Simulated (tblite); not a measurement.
C6H10F2Si.
Geometry (GFN2-xTB, Å), atoms numbered from 1 in this order:
```
atom  x, y, z in Å
C1     2.8388    0.9142    0.1589
C2     1.5960    1.0175   -0.2722
C3     0.7963   -0.1220   -0.8198
C4    -0.3575   -0.4906    0.1320
Si5   -1.2405   -2.1028   -0.4426
C6    -1.3551    0.6052    0.2021
F7    -1.9194    0.9160   -0.9876
C8    -1.7398    1.2406    1.3000
F9    -2.6915    2.1911    1.3075
H10    3.3759   -0.0200    0.1205
H11    3.3755    1.7569    0.5600
H12    1.0772    1.9662   -0.2214
H13    0.3778    0.1555   -1.7903
H14    1.4394   -0.9926   -0.9596
H15    0.0499   -0.6334    1.1360
H16   -1.7622   -1.9034   -1.7911
H17   -2.3128   -2.3779    0.5129
H18   -0.2315   -3.1622   -0.4293
H19   -1.3261    1.0511    2.2765
```

Level: GFN2-xTB in tblite, geometry and Hessian alike; calculated harmonic values, unscaled, isolated species. This tight-binding method is rough: wavenumbers can miss measured ones by several per cent, in bad cases by 10 to 20. Modes of hydrogen on silicon can be 10 to 20 % off. One conformer, not necessarily the lowest.

Harmonic wavenumbers (cm⁻¹): 39.2, 48.0, 69.2, 111.6, 117.4, 157.1, 181.1, 236.1, 271.0, 329.7, 371.2, 448.2, 504.6, 532.2, 566.7, 636.5, 648.1, 751.4, 759.4, 773.6, 777.4, 786.7, 858.1, 897.3, 924.0, 962.9, 1022.5, 1036.2, 1084.5, 1119.1, 1158.9, 1170.3, 1196.5, 1262.1, 1277.7, 1299.0, 1321.2, 1414.4, 1475.1, 1718.1, 1726.1, 2277.1, 2284.7, 2311.1, 2957.1, 2970.0, 2984.3, 3058.1, 3096.1, 3112.2, 3126.4.

A = 1319, B = 1012, C = 666.2 MHz; mass 148.052 u (most abundant isotopes); point group C1, symmetry number 1.

Question: What is the zero-point energy?

Answer: Half the sum of the wavenumbers: 30109 cm⁻¹ = 86.08 kcal/mol.

Question: Give the ideal-gas entropy at 298.15 K and 1 bar in the rigid-rotor, harmonic-oscillator model (classical rotation).

Answer: Translation 40.91, rotation 30.27, vibration 37.02: S = 108.2 cal/(mol K).

Question: And Cp and H(298.15 K) − H(0)?

Answer: Cp = 43.20 cal/(mol K), of which vibrations give 35.25 (their classical limit is 51 R = 101.3); H(298.15 K) − H(0) = 7.92 kcal/mol without the zero-point energy, 5.55 from vibrations.

Question: How do the functions run with temperature in this model?

Answer: 
| T (K) | S (cal/(mol K)) | Cp (cal/(mol K)) | H − H(0) (kcal/mol) | G − H(0) (kcal/mol) | ln q(vib) |
| --- | --- | --- | --- | --- | --- |
| 150 | 84.8 | 27.0 | 2.72 | -9.99 | 4.44 |
| 250 | 101.1 | 37.9 | 5.96 | -19.30 | 7.74 |
| 400 | 122.4 | 53.4 | 12.85 | -36.09 | 12.41 |
| 600 | 147.0 | 68.3 | 25.13 | -63.10 | 18.30 |
| 900 | 177.6 | 82.2 | 47.88 | -111.96 | 26.36 |

q(vib) and H(0) count from the zero-point level.

Question: What must be added to the electronic energy to get the Gibbs energy at 298.15 K and 1 bar?

Answer: ZPE + [H(298.15 K) − H(0)] − T·S = 86.08 + 7.92 − 32.26 = 61.74 kcal/mol.

Question: Blend soft modes into free rotors: weight 1/[1 + (100 cm⁻¹/ν̃)⁴] for the oscillator and the rest for a rotor with moment μB/(μ + B), μ = h/(8π²ν), B = 10⁻⁴⁴ kg m². What vibrational entropy results?

Answer: 33.15 cal/(mol K) in place of 37.02, which changes −T·S at 298.15 K by +1.15 kcal/mol.

Question: Which modes carry the vibrational entropy at 298.15 K?

Answer: 39.2 cm⁻¹: 5.30; 48.0 cm⁻¹: 4.90; 69.2 cm⁻¹: 4.18; 111.6 cm⁻¹: 3.24; 117.4 cm⁻¹: 3.14; 157.1 cm⁻¹: 2.58 cal/(mol K); the other 45 give 13.67 together.

Hindered rotation and anharmonicity are outside this model. Other conformers, if any are populated, would add a mixing term that is left out. The structure is chiral; the term R ln 2 for an equal mix with its mirror image is left out.

Hardware: one thread of an Arm Neoverse V2, on a shared host. Cost: 0.66 s wall. This covers the Hessian and the dipole derivatives.
